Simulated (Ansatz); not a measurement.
Species: AsF$_{2}$, charge 0, doublet. AsF2 (SMILES F[As]F, doublet).
B3LYP-D3(BJ)/def2-TZVP minimum from Ansatz (an electronic-structure program):
```xyz
3

As    -0.1465    -0.2056     0.3218
F      1.3359    -0.3721    -0.5823
F     -0.7986     1.1258    -0.5975
```
Charge 0, spin multiplicity 2.

Total energies in cc-pVTZ, 19 correlated electrons, 16 frozen orbitals. Open shells are spin-unrestricted; no spin-orbit coupling. Correlated methods leave the cores frozen (noble-gas shells, and filled d and f shells in the p block). No relativity.

```
method    program  energy (Eh)  minus CCSDT(Q) (mEh)
--------  -------  -----------  --------------------
HF         Ansatz  -2433.22736                646.52
MP2        Ansatz  -2433.84560                 28.28
CCSD       Ansatz  -2433.85136                 22.52
CCSD(T)    Ansatz  -2433.87233                  1.55
CCSDT(Q)   Ansatz  -2433.87389                  0.00
```

Rough core times of Ansatz's runs on a shared machine: CCSD(T) under 20 s, CCSDT(Q) 20 min.
